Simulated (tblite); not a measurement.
Compound: C₆H₃BrFO (doublet state).
SMILES with atom numbers: `[CH3:1][C:2]#[C:3]/[C:4]([Br:5])=[C:6](/[F:7])[C:8]=[O:9]` (hydrogens: H10, H11, H12 on C1)
Bond orders are those of one Lewis drawing.

Computed with GFN2-xTB (tblite), gas phase: L-BFGS steps from a force-field or distance-geometry start until the largest atomic force falls under 0.01 eV/Å.

Step 38: E = -737.4465 eV
```
atom  x, y, z in Å  |  force x, y, z in eV/Å
C1      2.6657   -0.3046    0.4021   -0.019   0.026   0.002
C2      1.2780    0.0722    0.3159   -0.001  -0.004   0.007
C3      0.1039    0.3715    0.2425    0.017  -0.024  -0.004
C4     -1.1758    0.8812    0.2036    0.030  -0.037  -0.006
Br5    -1.4131    2.7232    0.5918   -0.033   0.045   0.006
C6     -2.3391    0.1328   -0.1098    0.012  -0.032  -0.001
F7     -3.5399    0.7673   -0.1037    0.007   0.023   0.006
C8     -2.3483   -1.1647   -0.4093    0.052   0.009  -0.002
O9     -2.3181   -2.2972   -0.6744    0.015   0.009   0.010
H10     2.9817   -0.8314   -0.5000   -0.047   0.008   0.032
H11     3.2683    0.5980    0.5134    0.006  -0.032  -0.007
H12     2.8378   -0.9489    1.2668   -0.039   0.009  -0.044
```

Step 39: E = -737.4472 eV
```
atom  x, y, z in Å  |  force x, y, z in eV/Å
C1      2.6626   -0.3084    0.4008   -0.015   0.025   0.002
C2      1.2751    0.0685    0.3152    0.005   0.001   0.012
C3      0.1034    0.3769    0.2436    0.007  -0.026  -0.002
C4     -1.1770    0.8841    0.2058    0.028  -0.031  -0.013
Br5    -1.4235    2.7261    0.5903   -0.017   0.036   0.007
C6     -2.3387    0.1340   -0.1107    0.010  -0.025   0.010
F7     -3.5375    0.7712   -0.1026   -0.011   0.002  -0.004
C8     -2.3435   -1.1640   -0.4080    0.061   0.045   0.005
O9     -2.2987   -2.2959   -0.6722    0.005  -0.014   0.002
H10     2.9789   -0.8353   -0.5008   -0.046   0.007   0.020
H11     3.2636    0.5947    0.5123    0.020  -0.023  -0.008
H12     2.8366   -0.9527    1.2647   -0.046   0.004  -0.032
```

Step 40: E = -737.4477 eV
```
atom  x, y, z in Å  |  force x, y, z in eV/Å
C1      2.6593   -0.3107    0.3999   -0.003   0.013   0.001
C2      1.2724    0.0651    0.3146    0.006   0.010   0.015
C3      0.1022    0.3783    0.2439   -0.001  -0.015   0.003
C4     -1.1775    0.8857    0.2075    0.014  -0.006  -0.015
Br5    -1.4297    2.7287    0.5894   -0.001   0.017   0.006
C6     -2.3384    0.1354   -0.1109    0.004  -0.010   0.017
F7     -3.5361    0.7740   -0.1019   -0.020  -0.017  -0.010
C8     -2.3377   -1.1625   -0.4072    0.050   0.061   0.008
O9     -2.2825   -2.2941   -0.6698    0.003  -0.040  -0.005
H10     2.9755   -0.8380   -0.5006   -0.038   0.004  -0.004
H11     3.2589    0.5928    0.5114    0.033  -0.012  -0.008
H12     2.8347   -0.9553    1.2624   -0.045  -0.004  -0.007
```

Step 41: E = -737.4480 eV
```
atom  x, y, z in Å  |  force x, y, z in eV/Å
C1      2.6571   -0.3115    0.3993    0.006   0.001   0.000
C2      1.2708    0.0630    0.3144    0.001   0.020   0.015
C3      0.1011    0.3778    0.2438   -0.003  -0.003   0.006
C4     -1.1775    0.8866    0.2082    0.001   0.017  -0.012
Br5    -1.4318    2.7305    0.5892    0.009   0.003   0.004
C6     -2.3381    0.1363   -0.1104   -0.001   0.002   0.019
F7     -3.5358    0.7745   -0.1019   -0.020  -0.027  -0.012
C8     -2.3329   -1.1612   -0.4068    0.031   0.054   0.005
O9     -2.2735   -2.2927   -0.6682    0.006  -0.052  -0.008
H10     2.9730   -0.8393   -0.5005   -0.030   0.001  -0.021
H11     3.2562    0.5920    0.5107    0.039  -0.006  -0.007
H12     2.8325   -0.9566    1.2609   -0.039  -0.010   0.011
```

Task: Estimate the geometry and energy of step 42. (The exact step hangs on the optimiser's Hessian estimate; all steps are aligned on step 41, rigid shifts and turns removed.)

Result: E = -737.4483 eV, largest force 0.052 eV/Å
```
atom  x, y, z in Å  |  force x, y, z in eV/Å
C1      2.6553   -0.3122    0.3988    0.012  -0.010  -0.001
C2      1.2694    0.0615    0.3145   -0.007   0.034   0.013
C3      0.1003    0.3778    0.2441    0.001   0.006   0.008
C4     -1.1774    0.8880    0.2085   -0.011   0.037  -0.007
Br5    -1.4336    2.7324    0.5892    0.017  -0.008   0.002
C6     -2.3372    0.1371   -0.1096   -0.005   0.011   0.018
F7     -3.5358    0.7736   -0.1024   -0.018  -0.031  -0.012
C8     -2.3277   -1.1599   -0.4065    0.011   0.031  -0.001
O9     -2.2665   -2.2916   -0.6669    0.011  -0.050  -0.007
H10     2.9701   -0.8404   -0.5007   -0.023  -0.003  -0.032
H11     3.2547    0.5909    0.5098    0.040  -0.003  -0.005
H12     2.8297   -0.9579    1.2597   -0.029  -0.014   0.023
```

The energy changes by -0.0003 eV. The first-order estimate −F·Δx gives -0.0004 eV and the mean of the old and new forces, exact on a quadratic surface, -0.0003 eV. The step makes an angle of 74° with the force vector and moves no atom by more than 0.007 Å.

What follows is the cost of the whole relaxation. Time: 0.34 s of wall time. Hardware: one thread of an Arm Neoverse V2, shared host with 192 logical CPUs at a one-minute load of 32.
